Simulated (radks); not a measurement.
Species: Mn6+. Configuration: [Ar] 3d1.

Method: scalar-relativistic Kohn-Sham, SCAN, spin-polarised, spherical densities, finite nucleus; open shells are filled with parallel spins first; meta-GGA in the generalised Kohn-Sham scheme; Fermi nuclear charge, rms radius 3.7057 fm; computed with a radial shooting solver on a logarithmic mesh with Libxc functionals.

Energy parts (eV):
total: -31256.447
kinetic: 31611.494
electron-nucleus: -72469.059
Hartree: 10934.751
exchange-correlation: -1333.634

Orbitals (lengths in bohr, moments of r in powers of bohr; <r^-3> diverges for s and p1/2; r(max) is where P^2 peaks):
orbital,occ.,eigenvalue (eV),<r^2>,r(max),<r^-3>,<r>
1s up,1,-6565.623,0.004994,0.03988,-,0.06093
1s down,1,-6565.627,0.004994,0.03988,-,0.06093
2s up,1,-868.9548,0.09167,0.2322,-,0.2786
2s down,1,-867.9325,0.09149,0.2321,-,0.2783
2p up,3,-752.1598,0.07488,0.1886,418.8,0.2468
2p down,3,-751.3993,0.07469,0.1885,419.5,0.2465
3s up,1,-193.6781,0.7433,0.7183,-,0.8065
3s down,1,-191.5636,0.7471,0.7188,-,0.8085
3p up,3,-159.6313,0.7996,0.7255,60.33,0.8306
3p down,3,-157.5738,0.8040,0.7266,59.78,0.8328
3d up,1,-106.5889,0.8782,0.6768,6.565,0.8569

The highest occupied level is 3d up at -106.59 eV. The density falls to 0.001 e/bohr^3 at r = 2.18 bohr.

Empty levels of this run are not shown, since the potential may be unsettled where no density lies.
